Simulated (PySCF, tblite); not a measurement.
Compound: C8H14OSi.
SMILES with atom numbers: `[CH:1]1=[CH:2][Si:3]2([CH2:4][CH2:5]1)[CH2:6][CH2:7][O:8][CH2:9][CH2:10]2` (hydrogens: H11 on C1; H12 on C2; H13, H14 on C4; H15, H16 on C5; H17, H18 on C6; H19, H20 on C7; H21, H22 on C9; H23, H24 on C10)

Cartesian coordinates in Å at the GFN2-xTB level; atoms count from 1:
```
atom  x, y, z in Å
C1     2.8342    0.3957    0.5961
C2     1.7377    0.6114    1.3104
Si3    0.2070    0.1710    0.3230
C4     1.2463   -0.1545   -1.2519
C5     2.7128   -0.1464   -0.7931
C6    -0.7896   -1.3331    0.9425
C7    -2.1350   -1.3693    0.2170
O8    -2.8809   -0.1829    0.3429
C9    -2.3975    0.8989   -0.4159
C10   -1.1211    1.5260    0.1439
H11    3.8354    0.5707    0.9682
H12    1.7827    0.9831    2.3196
H13    1.0902    0.6348   -1.9864
H14    1.0103   -1.0934   -1.7488
H15    3.3369    0.4388   -1.4734
H16    3.1178   -1.1629   -0.7962
H17   -0.2757   -2.2786    0.7757
H18   -0.9759   -1.2487    2.0126
H19   -1.9717   -1.5907   -0.8498
H20   -2.7774   -2.1495    0.6371
H21   -2.2220    0.5733   -1.4537
H22   -3.2151    1.6266   -0.4163
H23   -1.3479    1.9612    1.1164
H24   -0.8132    2.3384   -0.5125
```

Theory: PBE0/pcSseg-1 in PySCF (dipole) on a GFN2-xTB geometry, gas phase.

Take the most abundant isotopes and a rigid rotor. The values belong to one conformer with, in the numbering `[CH:1]1=[CH:2][Si:3]2([CH2:4][CH2:5]1)[CH2:6][CH2:7][O:8][CH2:9][CH2:10]2`, C1–C2–Si3–C4 -6°, C2–Si3–C4–C5 10°, Si3–C4–C5–C1 -12°, C2–Si3–C6–C7 168°.

What are A, B and C (MHz)?

Ia = 209.97, Ib = 683.88, Ic = 711.90 u·Å²; 505379 MHz·u·Å²/I gives A = 2407, B = 739.0, C = 709.9 MHz.

What kind of rotor is it?

A near-prolate asymmetric top; Ray's κ = -0.966.

What does the inertial defect say?

Not planar: Δ = Ic − Ia − Ib = -181.95 u·Å². For a rigid frame Δ = −2 Σ m c², so Σ m c² = 90.98 u·Å² lies off the ab plane: 26.36 from hydrogen and 64.62 from heavier atoms. The atom farthest from that plane is 2.34 Å away.

Give the other two planar moments, Paa and Pbb, and the rms extents of the mass along the axes.

Paa = Σ m a² = (Ib + Ic − Ia)/2 = 592.91 and Pbb = Σ m b² = (Ia + Ic − Ib)/2 = 119.00 u·Å². With the mass M = 154.08 u, the rms extents √(P/M) along a, b and c are 1.96, 0.88, 0.77 Å.

Where do the levels up to J = 3 lie, in cm⁻¹?

Above 0(0,0):
J = 1: 1(0,1) 0.0483, 1(1,1) 0.1040, 1(1,0) 0.1049
J = 2: 2(0,2) 0.1450, 2(1,2) 0.1997, 2(1,1) 0.2026, 2(2,1) 0.3695, 2(2,0) 0.3695
J = 3: 3(0,3) 0.2899, 3(1,3) 0.3432, 3(1,2) 0.3490, 3(2,2) 0.5145, 3(2,1) 0.5145, 3(3,1) 0.7951, 3(3,0) 0.7951

Predict some low-J microwave lines.

The dipole components are |μa| = 1.40 D, |μb| = 0.10 D, |μc| = 0.82 D. The squared components, which scale the intensities, stand as 1.00 : 0.00 : 0.35 (a : b : c). Some lines, for components of 0.1 D or more:

```csv
type,branch,"J(Ka,Kc)",MHz,lower level (cm⁻¹)
a,R,"1(0,1) ← 0(0,0)",1449,0.000
c,Q,"2(1,2) ← 2(0,2)",1639,0.145
c,Q,"1(1,1) ← 1(0,1)",1668,0.048
a,R,"2(1,2) ← 1(1,1)",2869,0.104
a,R,"2(0,2) ← 1(0,1)",2897,0.048
a,R,"2(1,1) ← 1(1,0)",2927,0.105
c,R,"1(1,0) ← 0(0,0)",3146,0.000
c,Q,"2(2,1) ← 2(1,1)",5004,0.203
c,R,"2(2,0) ← 1(1,0)",7931,0.105
c,R,"2(2,1) ← 1(1,1)",7960,0.104
```

Estimate the classical rotational partition function at 10 K, 25 K and 100 K.

Point group C1, symmetry number σ = 1; q = (√π/σ)·√((kT/h)³/(ABC)), k/h = 20836.6 MHz/K: 4740 at 10 K, 18800 at 25 K, 150000 at 100 K.

Its GFN2-xTB frequencies are all real (lowest 44 cm⁻¹). Zero-point vibration and centrifugal distortion are left out.
